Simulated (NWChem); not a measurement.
# Correlation energy of CuI

```
Cu
I 1 2.3719
```
Charge 0, spin multiplicity 1.

The numbers come from NWChem runs, not from measurements. All single points use one geometry, from PBE/def2-SVP with def2 effective core potentials on I, a minimum by its harmonic frequencies.

Basis set: def2-TZVP. Each correlation energy counts from its own Hartree-Fock reference.

Effective core potentials replace the inner electrons of I; spin-orbit coupling is left out. The correlated methods keep 13 core orbitals frozen. The structure started from a generated list of species. Coupled-cluster values serve here as a point of comparison, not as the truth.

Question: For the correlation energy, MP2 gives -910.6 mHa and SCS-MP2 gives -799.0 mHa. What do CR-CCSD[T], CR-CCSD(T), CCSD give?

Answer: CR-CCSD[T]: -846.2 mHa; CR-CCSD(T): -842.8 mHa; CCSD: -826.5 mHa.
